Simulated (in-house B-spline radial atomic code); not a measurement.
A fraction x of an electron is removed from 3p in Ge VI (Ge5+), starting from [Ar] 3d9 and keeping the highest spin. Method: scalar-relativistic (X2C) PBEsol, spin-polarised, spherical fractional occupations, Fermi nucleus of rms radius 4.0742 fm. Calculated with an all-electron radial atomic-structure program (B-spline basis).

```tsv
x	E(x) - E(0) (eV)	3p down level (eV)
0	0.0000	-190.674
0.01	1.9081	-190.954
0.18	34.7750	-195.722
0.33	64.4511	-199.965
0.39	76.5002	-201.671
0.5	?	?
0.69	?	?
0.84	170.1559	-214.622
0.95	193.9405	-217.828
1	204.8685	-219.291
```

(1) What belongs in the row x = 0.5?

(2) What belongs in the row x = 0.69?

(3) Check Janak's theorem between x = 0.01 and 0.18.

Answers

(1) An energy change of 98.8565 eV; 3p down at -204.812 eV.

(2) An energy change of 138.2890 eV; 3p down at -210.275 eV.

(3) The slope of the energy is 193.33 eV; the orbital levels give 193.34 eV (-ε of the emptying orbital, averaged over the two points).
